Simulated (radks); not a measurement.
All-electron atom: Rh20+ in [Ar] 3d7 (the NIST ground configuration). Method: scalar-relativistic Kohn-Sham, LB94 model potential, spin-polarised, spherical densities, finite nucleus; open shells are filled with parallel spins first (spin-orbit coupling, left out, can overturn this in heavy ions); Fermi nuclear charge, rms radius 4.4945 fm; computed with a radial shooting solver on a logarithmic mesh with Libxc functionals.

Normalised radial functions P(r) = r R(r), r in bohr:

```
   r/bohr * 2p up, o 3p up, + 3p down (the largest magnitude, 2.75, reaches the edge; | marks zero, & curves that meet)
  0.00156                             &
 0.001952                             &
 0.002422                             &
  0.00303                             &
 0.003791                             &
 0.004743                             &*
 0.005934                             &*
 0.007364                             |&
 0.009213                             |&*
  0.01153                             |& *
  0.01442                             | & *
  0.01804                             |  & *
  0.02239                             |  &    *
  0.02801                             |    &    *
  0.03505                             |     &       *
  0.04384                             |       &         *
  0.05485                             |        &            *
  0.06808                             |         &              *
  0.08517                             |         &                *
   0.1066                             |       &                  *
   0.1333                             |  &                    *
   0.1668                          &  |                  *
   0.2086                   &         |            *
    0.259              &              |       *
    0.324           &                 |   *
   0.4053             &               |*
   0.5071                 &           *
   0.6344                      &      *
   0.7873                          &  *
    0.985                            &*
    1.232                             &
```

2p up: eigenvalue -3693.9 eV, 0 radial nodes, <r> = 0.123 bohr, 90 % of the charge inside 0.200 bohr. 3p up: eigenvalue -1096.8 eV, 1 radial node at r = 0.152 bohr, <r> = 0.372 bohr, 90 % of the charge inside 0.557 bohr. 3p down: eigenvalue -1089.2 eV, 1 radial node at r = 0.152 bohr, <r> = 0.373 bohr, 90 % of the charge inside 0.558 bohr.
